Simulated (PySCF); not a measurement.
## Working out the excitation energy of I

I [Kr] 4d10 5s2 5p5 (2P) → I [Kr] 4d10 5s2 5p4 6s1 (4P). All numbers are calculated (PySCF 2.14, a scalar-relativistic core potential, in aug-cc-pVTZ-PP with ECP28MDF). Frozen: 4s2 4p6 4d10. Energies in hartree (1 hartree = 27.21139 eV):

```json
{"part": "UHF", "I (lower)": "-294.661883", "I (upper)": "-294.423163"}
{"part": "CCSD correlation", "I (lower)": "-0.133536", "I (upper)": "-0.119714"}
{"part": "(T)", "I (lower)": "-0.004441", "I (upper)": "-0.004329"}
```

Question: What does Hartree-Fock give?

Answer: (-294.423163) − (-294.661883) = 0.238720 hartree = 6.496 eV.

Question: What do CCSD and CCSD(T) give?

Answer: The CCSD correlation energies differ by 0.013822 hartree = 0.376 eV and the triples by 0.000112 hartree = 0.003 eV, so CCSD gives 6.872 eV and CCSD(T) 6.875 eV.
